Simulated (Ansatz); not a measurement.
Computed with Ansatz on PBE0-D4/def2-TZVP structures; ΔE is electronic, products minus reactants. CBS: MP2 limit from def2 TZ/QZ plus the TZ coupled-cluster correction, frozen cores. This one scheme is used for every species. Functionals use def2-TZVPP. Each species was taken in one conformer, which may not be the lowest.

Reaction (ligand exchange at the Si–Cl bond): `C[SiH](O)Cl` + H–F → `C[SiH](O)F` + HCl

CCSD(T)/CBS gives -10.3 kcal/mol.

(1) Another level gave -10.6 kcal/mol. Which?
A. PBE-D4/def2-TZVPP
B. CAM-B3LYP/def2-TZVPP
C. BHLYP-D4/def2-TZVPP
D. r2SCAN0-D4/def2-TZVPP

(2) What do rigid-rotor, harmonic-oscillator terms from PBE0-D4/def2-TZVP frequencies (298.15 K, 1 bar) make of the CCSD(T)/CBS value? (Estimate.)

Largest T1 diagnostic among the species: 0.011.

## Answers

(1) D. r2SCAN0-D4 -10.6, BHLYP-D4 -11.8, PBE-D4 -9.0, CAM-B3LYP -13.5 kcal/mol.

(2) Ansatz gave: ΔZPE = -0.9 kcal/mol, ΔH = -11.4 kcal/mol, ΔS = 0 J/(mol·K), ΔG = -11.5 kcal/mol.

Leaving LDA and LC-ωPBE aside and taking each functional with its dispersion term where it has one, the values, not all of them listed here, spread over 4.6 kcal/mol, from CAM-B3LYP-D4 to revPBE-D4. The D4 term adds +1.4 kcal/mol with B3LYP and +0.8 kcal/mol with PBE0; it sums over pairs of atoms, weighted by their polarisabilities, and B3LYP, whose exchange is more repulsive, gets the larger term.

B3LYP here is the variant with VWN-RPA as its local correlation; programs differ in this.
